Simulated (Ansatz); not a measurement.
Basis sets compared for the cluster Si₈H₈⁺. The state is a doublet with charge 1. Geometry PBE-D4/def2-SVP. Ansatz on 4 threads of Arm Neoverse V1 on a shared host; times are rough, and most runs start from earlier orbitals.

```csv
atom,x (Å),y (Å),z (Å)
Si1,1.3372,-1.4200,-0.1929
Si2,0.3338,1.3189,1.3996
Si3,-0.6951,-1.6229,-1.4121
Si4,-2.5385,-0.7383,-0.3299
Si5,-1.7937,1.3562,0.3319
Si6,-0.8780,0.7692,-1.8295
Si7,0.8787,-0.8929,2.0798
Si8,1.2951,0.9032,-0.7472
H9,-0.9787,-2.6117,-2.5044
H10,2.1950,-0.8377,2.8063
H11,-1.4540,1.2781,-3.1193
H12,0.5811,2.5216,2.2667
H13,-2.8620,2.3978,0.4898
H14,2.3774,-2.4249,-0.6008
H15,2.3497,1.7024,-1.4568
H16,-0.1481,-1.6991,2.8187
```

The structure comes from a short search, and lower isomers may exist.

```tsv
level	functions	energy (Eh)	HOMO (eV)	LUMO (eV)	wall time
PBE-D4/def2-SVP	184	-2318.6055	-9.55	-8.70	8.5 s
PBE0-D4/def2-SVP	184	-2318.8237	-10.53	-8.03	13 s
```

Task: Estimate the rows for PBE-D4/def2-TZVP, PBE0-D4/def2-TZVP.

Result: 
```csv
level,functions,energy (Eh),HOMO (eV),LUMO (eV),wall time
PBE-D4/def2-TZVP,344,-2319.4102,-9.48,-8.63,19 s
PBE0-D4/def2-TZVP,344,-2319.6218,-10.42,-7.91,81 s
```
